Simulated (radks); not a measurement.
N, configuration [He] 2s2 2p3 (the NIST ground configuration). Method: non-relativistic Kohn-Sham, r2SCAN, spin-polarised, spherical densities, point nucleus; open shells are filled with parallel spins first; meta-GGA in the generalised Kohn-Sham scheme; hard spherical wall at 4 bohr; computed with a radial shooting solver on a logarithmic mesh with Libxc functionals. Some entries of the table are withheld. Estimate them.

| orbital | occ. | eigenvalue (eV) | <r> (bohr) |
|---|---|---|---|
| 1s up | 1 | -386.3922 | 0.2301 |
| 1s down | 1 | -384.4135 | 0.2287 |
| 2s up | 1 | -20.0118 | 1.287 |
| 2s down | 1 | -13.6876 | 1.353 |
| 2p up | 3 | -7.3402 | 1.330 |
| 2p down | 0 | -1.2187 | 1.443 |
| 3s up | 0 | (1) | 2.320 |
| 3s down | 0 | (2) | 2.296 |
| 3d up | 0 | 20.3534 | 2.339 |
| 3p up | 0 | (3) | (4) |
| 3d down | 0 | 23.3137 | 2.365 |
| 3p down | 0 | (5) | (6) |

Answer. 
(1) 3s up eigenvalue (eV): 16.5881
(2) 3s down eigenvalue (eV): 19.9784
(3) 3p up eigenvalue (eV): 21.3788
(4) 3p up <r> (bohr): 2.216
(5) 3p down eigenvalue (eV): 25.3464
(6) 3p down <r> (bohr): 2.149
